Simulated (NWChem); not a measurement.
Molecule: C$_{2}$H$_{8}$N$_{2}$Si; SMILES C/N=C/[SiH2]N

```xyz
13

C     -0.1973     2.6532     0.0033
N     -0.3159     1.2229    -0.0366
C      0.7262     0.5012     0.0498
Si     0.5122    -1.3809    -0.0169
N     -1.1901    -1.6012     0.0675
H     -0.6351     3.0814    -0.9133
H     -0.7958     3.0450     0.8421
H      0.8458     3.0138     0.1065
H      1.7324     0.9699     0.1537
H      1.1778    -1.8889    -1.2659
H      1.2607    -2.0012     1.1233
H     -1.7144    -0.7414    -0.0808
H     -1.6733    -2.4249    -0.2645
```
Atoms are numbered in this order, from 1.

All runs: NWChem. Pople sets run with spherical d functions. Geometry: optimised at PBE0/def2-SVP. Total energies compare along this basis series because the functional is fixed.

```csv
level,basis functions,energy (Ha),highest occupied level (eV),orbital gap (eV),dipole (D),relative time
PBE0/STO-3G,37,-473.9153,-3.42,6.43,1.07,1
PBE0/3-21G,65,-477.0737,-6.40,6.30,1.47,1
PBE0/6-31G*,90,-479.6394,-6.86,6.56,1.16,3
PBE0/6-31+G*,110,-479.6504,-7.14,6.41,1.17,6
PBE0/6-311G**,146,-479.7243,-7.06,6.51,1.12,6
PBE0/6-311++G**,174,-479.7294,-7.19,6.39,1.14,8
PBE0/def2-TZVPD,263,-479.7553,-7.22,6.42,1.01,60
```

Relative times are rough (shared machine, one core).
